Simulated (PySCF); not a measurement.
**Electric field gradients and quadrupole coupling constants**

C5H9NO2Si.
Cartesian coordinates in Å at the GFN2-xTB level; atoms count from 1:
```
atom  x, y, z in Å
C1     2.6842    0.6678   -0.7015
O2     1.9821    0.3083    0.4510
Si3    0.8112   -0.8037    0.6249
O4     0.3473   -0.6734    2.1700
C5    -0.7276   -0.4348   -0.4003
C6    -2.0801   -0.8958    0.0377
C7    -1.7416    0.5669    0.1237
C8    -2.3222    1.4682   -0.8014
N9    -2.7741    2.1936   -1.5652
H10    3.2874   -0.1692   -1.0594
H11    3.3392    1.5013   -0.4475
H12    2.0023    0.9768   -1.4961
H13    1.2983   -2.1485    0.3131
H14    0.9942   -0.4982    2.8483
H15   -0.5870   -0.4028   -1.4760
H16   -2.7907   -1.2091   -0.7141
H17   -2.1551   -1.4285    0.9730
H18   -1.5765    0.9874    1.1081
```

Field gradients from the PBE0/pcSseg-1 density (PySCF, non-relativistic), principal values in atomic units, ordered |Vxx| ≤ |Vyy| ≤ |Vzz|:

```tsv
atom	Vxx	Vyy	Vzz
O2	-0.5154	-1.1980	1.7134
O4	-0.4133	-1.1118	1.5251
N9	0.3870	0.5511	-0.9382
```

Find the asymmetry η = (Vxx − Vyy)/Vzz and the couplings χ = eQV/h (234.96 MHz × Q in barn × V in au), with Q(17O) = −0.0256 b, Q(14N) = 0.02044 b.

```json
{"atom": "O2", "environment": "silyl ether oxygen", "nucleus": "17O", "η": "0.40", "χzz (MHz)": "-10.31", "χxx (MHz)": "3.10", "χyy (MHz)": "7.21"}
{"atom": "O4", "environment": "silanol oxygen", "nucleus": "17O", "η": "0.46", "χzz (MHz)": "-9.17", "χxx (MHz)": "2.49", "χyy (MHz)": "6.69"}
{"atom": "N9", "environment": "nitrile nitrogen", "nucleus": "14N", "η": "0.17", "χzz (MHz)": "-4.506", "χxx (MHz)": "1.859", "χyy (MHz)": "2.647"}
```

The tensor is traceless: Vxx + Vyy + Vzz = 0.

What is Vzz at O2 in SI units (1 au = 9.71736 × 10²¹ V/m²)?

1.7134 au = 16.650 × 10²¹ V/m².

And the gradient at the other heavy atoms, for which no coupling is worked out here?

```
atom                   environment  Vzz (au)     η
  C1                methoxy carbon     0.425  0.05
 Si3          oxygen-bound silicon     0.342  0.95
  C5   sp3 carbon bound to silicon     0.224  0.69
  C6    three-membered-ring carbon     0.184  0.66
  C7  sp3 carbon next to a nitrile     0.242  0.48
  C8                nitrile carbon    -0.399  0.04
```

What couplings would deuterons (Q(2H) = 0.00286 b) have in place of the hydrogens, at this geometry?

```tsv
atom	bonded to	bond length (Å)	Vzz (au)	η	χzz (kHz)
H10	C1	1.092	0.2975	0.08	200
H11	C1	1.090	0.3018	0.07	203
H12	C1	1.092	0.2973	0.08	200
H13	Si3	1.464	0.1572	0.01	106
H14	O4	0.954	0.5111	0.06	343
H15	C5	1.085	0.3190	0.07	214
H16	C6	1.081	0.3242	0.06	218
H17	C6	1.079	0.3266	0.06	219
H18	C7	1.083	0.3158	0.09	212
```

Geometry: GFN2-xTB, one conformer, isolated molecule. GFN2-xTB bond lengths can be off by several hundredths of an ångström, more for odd bonds, and the gradients follow them. With a basis this small, the couplings can be 20 % off.
